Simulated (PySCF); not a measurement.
# Mayer bond orders and bond lengths

Species: C4H12OSi.
SMILES with atom numbers: `[CH3:1][O:2][Si:3]([CH3:4])([CH3:5])[CH3:6]` (hydrogens: H7, H8, H9 on C1; H10, H11, H12 on C4; H13, H14, H15 on C5; H16, H17, H18 on C6)

Geometry (PBE0-D3(BJ)/def2-SVP, Å), atoms numbered from 1 in this order:
```
atom  x, y, z in Å
C1     2.3428   -0.2118    0.4700
O2     1.0489   -0.4073    0.9487
Si3   -0.3562   -0.0429    0.1072
C4    -0.3420    1.7638   -0.4049
C5    -1.7412   -0.3969    1.3077
C6    -0.4822   -1.1342   -1.4155
H7     2.5593    0.8532    0.2599
H8     2.5431   -0.7822   -0.4576
H9     3.0642   -0.5528    1.2298
H10   -1.2911    2.0357   -0.8946
H11    0.4699    1.9800   -1.1174
H12   -0.2118    2.4221    0.4685
H13   -1.6572    0.2439    2.1990
H14   -2.7255   -0.2182    0.8473
H15   -1.7040   -1.4454    1.6416
H16    0.3536   -0.9582   -2.1113
H17   -0.4716   -2.1996   -1.1366
H18   -1.4166   -0.9364   -1.9651
```

Bond orders from the PBE0/pcSseg-1 density (PySCF). Geometry: PBE0-D3(BJ)/def2-SVP; no solvent, vibrations or thermal averaging.

**Question.** Where do the orders between heavy atoms depart from those drawn in the SMILES?

**Answer.** The largest departure is 0.070, at C1–O2 (drawn single, 0.930).

**Question.** Give the Mayer order of every bond, beside its length.

**Answer.** 
```csv
bond,drawn as,length (Å),Mayer order
C1–O2,single,1.393,0.930
O2–Si3,single,1.678,0.946
Si3–C4,single,1.878,0.947
Si3–C5,single,1.867,0.966
Si3–C6,single,1.878,0.950
C1–H7,single,1.107,0.961
C1–H8,single,1.107,0.959
C1–H9,single,1.102,0.973
C4–H10,single,1.102,0.951
C4–H11,single,1.102,0.951
C4–H12,single,1.101,0.956
C5–H13,single,1.101,0.956
C5–H14,single,1.101,0.950
C5–H15,single,1.101,0.956
C6–H16,single,1.102,0.950
C6–H17,single,1.101,0.956
C6–H18,single,1.102,0.950
```

**Question.** Sum the orders of all bonds at each heavy atom with more than one neighbour and set the sums beside the valence in the SMILES.

**Answer.** C1 3.823 (drawn 4), O2 1.876 (drawn 2), Si3 3.809 (drawn 4), C4 3.805 (drawn 4), C5 3.828 (drawn 4), C6 3.806 (drawn 4). Orders between atoms that aren't bonded are not in these sums.

For a closed shell the Mayer order of atoms A and B is Σ (PS)μν (PS)νμ over the basis functions μ on A and ν on B, with P the density and S the overlap matrix.
